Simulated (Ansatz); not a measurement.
Ansatz results at the PBE0-D4/def2-TZVP geometry: HOMO energy (PBE/def2-TZVPP) -5.26 eV; size of the dipole moment (PBE/def2-TZVPP) 1.48 D; LUMO energy (PBE/def2-TZVPP) 0.44 eV.

Task: Which molecule gave them?
A. `O/C(F)=N/[SiH3]`
B. `CC#COC`
C. `C=C=CCO`
D. `OC/C(O)=N\[SiH3]`

Result: B. The others give `O/C(F)=N/[SiH3]`: -6.75, 1.31, -0.89; `C=C=CCO`: -6.17, 1.42, -0.89; `OC/C(O)=N\[SiH3]`: -6.00, 1.84, -1.29.
